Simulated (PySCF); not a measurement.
Job for PySCF: R-HF/STO-3G on C2H5B (SMILES BC=C), a point of a bond scan (R = 1.612 Å).

```python
from pyscf import gto, scf, dft, mp
from pyscf.data.elements import chemcore

mol = gto.M(
    atom='''
    B    -0.19234175    0.13481091    1.34229151
    H    -0.61364054    1.68785026    1.43571700
    H    -0.13703202   -0.51541306    2.34021942
    C     0.12716890   -0.46653708   -0.03328683
    C     0.06087359    0.27672265   -1.14769155
    H     0.41541955   -1.50959045   -0.14140796
    H     0.28056560   -0.11861991   -2.13457537
    H    -0.22108437    1.32324500   -1.10131893
    ''',
    basis='sto-3g',
    charge=0, spin=0, verbose=3, max_memory=1800)
mf = scf.RHF(mol)
mf.conv_tol = 1e-8
mf.max_cycle = 100
mf.kernel()
if not mf.converged:
    mf = mf.newton().run(mf.mo_coeff, mf.mo_occ)
```

Program output:

```
converged SCF energy = -101.948429250183
```

The run converged.

Cost: about 0.27 core-seconds (a rough figure).
